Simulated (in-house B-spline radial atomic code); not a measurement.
Levels of two electrons outside the 1s2 core along the 4-electron series, above the ground level 2s2 J0; labels give the leading configuration and J, and a prime marks the next level of the same label. Computed with a B-spline radial code for spherical atoms: configuration interaction with many-body perturbation theory for the core, Breit and QED.

```
  ion   Z  first ionisation energy (eV)  excitation of 2s2p J1' (eV)  core correlation Breit and QED part of 2s2p J1' (eV)  excitation of 2p2 J2 (eV)  core correlation Breit and QED part of 2p2 J2 (eV)  excitation of 2p2 J2' (eV)  core correlation Breit and QED part of 2p2 J2' (eV)  excitation of 2p2 J1 (eV)  core correlation Breit and QED part of 2p2 J1 (eV)
Sn46+  50                        8106.8                          414                                               -5.1362                     521.87                                             -7.4243                      776.78                                              -10.794                     507.39                                             -4.9574
Sb47+  51                        8464.5                        441.1                                                -5.509                     552.16                                             -7.9481                      830.39                                               -11.57                     537.43                                             -5.3239
Te48+  52                        8831.0                       469.89                                               -5.8949                     584.16                                             -8.4896                      887.36                                              -12.375                      569.2                                             -5.7013
 I49+  53                        9206.4                       500.45                                               -6.3095                     617.98                                             -9.0711                      947.84                                              -13.238                     602.78                                             -6.1116
Xe50+  54                        9590.8                       532.86                                               -6.7469                     653.68                                             -9.6843                     1012.01                                              -14.148                     638.26                                             -6.5466
Cs51+  55                        9984.3                       567.22                                               -7.2036                     691.38                                              -10.32                     1080.07                                              -15.097                     675.75                                             -6.9967
Ba52+  56                       10386.9                       603.62                                               -7.6893                     731.15                                             -10.999                     1152.18                                              -16.107                     715.32                                             -7.4833
La53+  57                       10798.9                       642.16                                               -8.2012                     773.11                                             -11.718                     1228.55                                              -17.172                     757.07                                             -8.0016
Ce54+  58                       11220.3                       682.94                                                -8.741                     817.35                                             -12.471                     1309.38                                              -18.294                     801.13                                             -8.5464
Pr55+  59                       11651.2                       726.08                                                -9.307                     863.99                                             -13.259                      1394.9                                              -19.471                      847.6                                             -9.1186
Nd56+  60                       12091.8                       771.67                                               -9.9021                     913.14                                             -14.087                     1485.31                                              -20.708                     896.58                                              -9.722
```
